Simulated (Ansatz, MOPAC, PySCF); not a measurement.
The same groups moved round the core (butadiene methyl+boryl). All species are isolated molecules in the gas phase. One relaxed conformer stands for each flexible species; it need not be the lowest. Strings in code marks are SMILES.

Quantity: electronic energy of isomers of C5H9B relative to `B/C=C/C=C/C`, in kcal/mol. The restricted reference of `BC(=C)C(=C)C`, `BC(=C)/C=C\C`, `B/C(C=C)=C/C`, `B/C(C=C)=C\C`, `B/C=C(/C)C=C`, `B/C=C(\C)C=C`, `B/C=C\C(=C)C`, `B/C=C/C=C/C` and `B/C=C\C=C/C` is unstable towards unrestricted orbitals. Semi-empirical values (MOPAC) are differences of heats of formation.

Level 1: PBE-D3(BJ)/def2-TZVP // CAM-B3LYP-D3(BJ)/def2-TZVP (PySCF)
Level 2: frozen-core MP2/cc-pVTZ // CAM-B3LYP-D3(BJ)/def2-TZVP (Ansatz, a program for electronic structure)
Level 3: PBE/6-31G* // CAM-B3LYP-D3(BJ)/def2-TZVP (PySCF)
Level 4: PM7 // CAM-B3LYP-D3(BJ)/def2-TZVP (MOPAC)

```tsv
species	level 1	level 2	level 3	level 4
`BC(=C)C(=C)C`	7.80	4.78	___	1.71
`B/C=C(\C)C=C`	2.70	1.60	___	1.78
`B/C=C(/C)C=C`	3.17	___	3.91	1.45
`B/C(C=C)=C/C`	___	4.61	6.54	___
`BC(=C)/C=C\C`	8.93	7.19	9.61	1.83
`B/C(C=C)=C\C`	___	5.83	7.35	0.10
`B/C=C\C(=C)C`	6.45	___	___	5.94
`B/C=C\C=C/C`	3.80	3.98	3.98	1.76
```

### Question
What belongs in the gaps?

### Answer

- `BC(=C)C(=C)C`, level 3: 8.45
- `B/C=C(\C)C=C`, level 3: 3.48
- `B/C=C(/C)C=C`, level 2: 1.93
- `B/C(C=C)=C/C`, level 1: 6.08
- `B/C(C=C)=C/C`, level 4: 0.38
- `B/C(C=C)=C\C`, level 1: 7.06
- `B/C=C\C(=C)C`, level 2: 5.64
- `B/C=C\C(=C)C`, level 3: 7.04
